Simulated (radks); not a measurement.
Values are calculated unless marked as measured or tabulated.
Q: Species: the mercury ion Hg60+. Configuration: [Ar] 3d2 (the NIST ground configuration). Level of theory: scalar-relativistic Kohn-Sham, PBEsol, spin-polarised, spherical densities, point nucleus; open shells are filled with parallel spins first (spin-orbit coupling, left out, can overturn this in heavy ions) (a radial shooting solver on a logarithmic mesh with Libxc functionals). Some entries of the table are withheld. Estimate them.

orbital  occ.  eigenvalue (hartree)  r(max) (bohr)
1s up       1             -3219.188        0.01022
1s down     1             -3219.179        0.01022
2s up       1             -701.0257        0.05897
2s down     1             -700.5666        0.05895
2p up       3             -627.1069        0.04888
2p down     3             -626.7342        0.04886
3s up       1             -269.2563         0.1611
3s down     1             -268.7345         0.1612
3p up       3             -247.6412         0.1592
3p down     3             -247.1149         0.1593
3d up       2             -228.7370         0.1273
3d down     0             -228.0606         0.1274
4s up       0                   (1)         0.3261
4s down     0                   (2)         0.3264
4p up       0             -131.1444         0.3323
4p down     0             -130.9586         0.3326
4d up       0             -123.4415            (3)
4d down     0             -123.2313            (4)

A: 
(1) 4s up eigenvalue (hartree): -139.7659
(2) 4s down eigenvalue (hartree): -139.5788
(3) 4d up r(max) (bohr): 0.3165
(4) 4d down r(max) (bohr): 0.3170
